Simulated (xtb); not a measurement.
C3H9In, singlet, from a rough starting geometry (GFN-xTB shapes and energies of metal compounds can be far from the true ones); GFN2-xTB run with xtb.

xtb was given this input:
```
$ xtb mol.xyz --gfn 2 --opt vtight --json

# file mol.xyz
13

In     0.05302155     0.01917746    -0.02763667
C     -1.59542727    -1.66517440    -0.26984300
H     -1.18958727    -2.36261228    -1.00031493
H     -2.46998445    -1.16851883    -0.49026768
H     -1.67747474    -2.12495359     0.69849557
C     -0.22093390     1.86897581    -1.23432442
H      0.60230747     1.91093128    -1.94687039
H     -0.02258254     2.79016945    -0.55005809
H     -1.13895232     1.91655534    -1.71967088
C      1.72956558    -0.31088183     1.45861288
H      2.08918989     0.69982315     1.77131715
H      2.51968708    -0.83199398     0.93608337
H      1.42951262    -0.88193306     2.26567322
```

### Question
Predict the main parts of the log of this xtb run.

### Answer

```
   ID    Z sym.   atoms
    1   49 In     1
    2    6 C      2, 6, 10
    3    1 H      3-5, 7-9, 11-13

           -------------------------------------------------
          |                Calculation Setup                |
           -------------------------------------------------

           -------------------------------------------------
          |                 G F N 2 - x T B                 |
           -------------------------------------------------

          ...................................................
          :                      SETUP                      :
          :.................................................:
          :  # basis functions                  31          :
          :  # atomic orbitals                  30          :
          :  # shells                           18          :
          :  # electrons                        24          :
          :  max. iterations                   250          :
          :  Hamiltonian                  GFN2-xTB          :
          :  restarted?                      false          :
          :  GBSA solvation                  false          :
          :  PC potential                    false          :
          :  electronic temp.          300.0000000     K    :
          :  accuracy                    1.0000000          :
          :  -> integral cutoff          0.2500000E+02      :
          :  -> integral neglect         0.1000000E-07      :
          :  -> SCF convergence          0.1000000E-05 Eh   :
          :  -> wf. convergence          0.1000000E-03 e    :
          :  Broyden damping             0.4000000          :
          :  net charge                          0          :
          :  unpaired electrons                  0          :
          ...................................................

 iter      E             dE          RMSdq      gap      omega  full diag
   1    -12.2707269 -0.122707E+02  0.132E+01    3.16       0.0  T
   2    -12.3148832 -0.441564E-01  0.525E+00    3.26       1.0  T
   3    -12.3138124  0.107082E-02  0.354E+00    3.26       1.0  T
   4    -12.3165529 -0.274044E-02  0.136E+00    3.17       1.0  T
   5    -12.3176856 -0.113278E-02  0.349E-01    3.27       1.0  T
   6    -12.3179351 -0.249508E-03  0.544E-02    3.25       1.0  T
   7    -12.3179351  0.240327E-07  0.574E-02    3.25       1.0  T
   8    -12.3179392 -0.404672E-05  0.199E-02    3.25       1.4  T
[...]
 * total energy  :   -12.1522691 Eh     change       -0.3964513E-05 Eh
 * total energy  :   -12.1522731 Eh     change       -0.4003831E-05 Eh
 * total energy  :   -12.1522769 Eh     change       -0.3860868E-05 Eh
 * total energy  :   -12.1522778 Eh     change       -0.9001122E-06 Eh
 * total energy  :   -12.1522787 Eh     change       -0.8394217E-06 Eh
 * total energy  :   -12.1522792 Eh     change       -0.5570280E-06 Eh
 * total energy  :   -12.1522797 Eh     change       -0.5220074E-06 Eh
 * total energy  :   -12.1522802 Eh     change       -0.4909349E-06 Eh
 * total energy  :   -12.1522804 Eh     change       -0.1252329E-06 Eh
 * total energy  :   -12.1522805 Eh     change       -0.1417374E-06 Eh
 * total energy  :   -12.1522806 Eh     change       -0.9504407E-07 Eh
 * total energy  :   -12.1522807 Eh     change       -0.6317161E-07 Eh
   *** GEOMETRY OPTIMIZATION CONVERGED AFTER 43 ITERATIONS ***
         :: total energy             -12.152280656274 Eh    ::
[...]
    13   1 H        0.925     0.045     2.388     2.416

 Mol. C6AA /au·bohr⁶  :       2045.297740
 Mol. C8AA /au·bohr⁸  :     108950.958709
 Mol. α(0) /au        :         75.031543

Wiberg/Mayer (AO) data.
largest (>0.10) Wiberg bond orders for each atom

 ---------------------------------------------------------------------------
     #   Z sym  total        # sym  WBO       # sym  WBO       # sym  WBO
 ---------------------------------------------------------------------------
     1  49 In   2.760 --     6 C    0.773     2 C    0.773    10 C    0.773
     2   6 C    3.957 --     5 H    0.946     4 H    0.945     3 H    0.944
                             1 In   0.773     6 C    0.169    10 C    0.169
     3   1 H    0.998 --     2 C    0.944
     4   1 H    0.998 --     2 C    0.945
     5   1 H    0.997 --     2 C    0.946
     6   6 C    3.957 --     9 H    0.946     7 H    0.945     8 H    0.944
                             1 In   0.773    10 C    0.169     2 C    0.169
     7   1 H    0.998 --     6 C    0.945
     8   1 H    0.998 --     6 C    0.944
     9   1 H    0.997 --     6 C    0.946
    10   6 C    3.956 --    11 H    0.946    13 H    0.945    12 H    0.944
                             1 In   0.773     6 C    0.169     2 C    0.169
    11   1 H    0.997 --    10 C    0.946
    12   1 H    0.998 --    10 C    0.944
    13   1 H    0.998 --    10 C    0.945
 ---------------------------------------------------------------------------

Topologies differ in total number of bonds
Writing topology from bond orders to xtbtopo.mol

molecular dipole:
                 x           y           z       tot (Debye)
 q only:        0.000       0.002      -0.001
   full:       -0.000       0.002      -0.001       0.006
molecular quadrupole (traceless):
                xx          xy          yy          xz          yz          zz
 q only:        0.001       0.015      -0.036      -0.048      -0.012       0.035
  q+dip:        0.103       0.547       0.439       0.987      -0.762      -0.542
   full:       -0.182      -0.904      -0.719      -1.676       1.240       0.901

optimized geometry written to: xtbopt.xyz

           -------------------------------------------------
          | TOTAL ENERGY              -12.152280656274 Eh   |
          | GRADIENT NORM               0.000104745696 Eh/α |
          | HOMO-LUMO GAP               3.787070219540 eV   |
           -------------------------------------------------
```
